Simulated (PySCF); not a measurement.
**Polarisability and C₆ of Pb⁻ (lead, charge -1)**

[Xe] 4f14 5d10 6s2 6p3, high-spin 4S determinant. Calculation: PySCF 2.14, in aug-cc-pwCVTZ-PP with ECP60MDF (8s7p6d4f1g, 96 functions); a scalar-relativistic core potential. Coupled (time-dependent) response in atomic units; α is the mean over directions.

```json
{"method": "UHF", "mean α (bohr³)": "189.9", "C₆ (like pair)": "3530", "S(−4)": "17050"}
```

S(−4) is the Cauchy moment in α(ω) = α(0) + S(−4) ω² + …

α(iu) at UHF:

| u (hartree) | α(iu) (bohr³) |
| --- | --- |
| 0 | 189.9 |
| 0.0500 | 157.8 |
| 0.100 | 112.5 |
| 0.200 | 60.70 |
| 0.300 | 37.65 |
| 0.500 | 19.23 |
| 0.750 | 11.11 |
| 1.00 | 7.579 |
| 1.50 | 4.451 |
| 2.00 | 3.029 |
| 3.00 | 1.699 |
| 5.00 | 0.7542 |

A single London oscillator, α(iu) = α/(1 + u²/ω²), gives C₆ = (3/4) ω α². Matching the computed C₆ needs ω = 4 × 3530 / (3 × 189.9²) = 0.131 hartree.

For an ion, C₆ is the dispersion term alone; charge-induced terms of lower order in 1/R come first.

Energies and moments cover only the electrons outside the core potential. Spin-orbit coupling, which splits the p, d and f shells strongly at this Z, is absent. Spin-orbit coupling is strong in this species (close to jj coupling), so the high-spin LS determinant is a model state, not a physical level.
